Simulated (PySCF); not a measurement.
# PBE on Zn⁺ (zinc, charge +1)

Configuration: [Ar] 3d10 4s1, 2S determinant. Computed with PySCF 2.14 in cc-pVDZ-PP with ECP10MDF, with a scalar-relativistic core potential.

```
Total energy                : -226.7503 hartree
One-electron energy         : -400.5180 hartree
Hartree (Coulomb) energy    : 194.4541 hartree
Exchange-correlation energy : -20.6864 hartree
⟨S²⟩                        : 0.7507
⟨L²⟩                        : 0.000
Sum of ⟨r⟩                  : 17.12 bohr
Sum of ⟨r²⟩                 : 22.59 bohr²
Time after the integrals    : 0.25 s of wall time on 1 thread of Neoverse-V2 (shared host)
```

```tsv
shell	electrons	mean orbital energy (eV)	rms radius, mean of both spins (bohr)
3s α	1	-139.39	0.736
3s β	1	-139.36	0.736
3p α	3	-93.013	0.780
3p β	3	-92.968	0.780
3d α	5	-20.021	1.02
3d β	5	-19.821	1.02
4s α	1	-14.436	2.73
```

Energies and moments cover only the electrons outside the core potential.
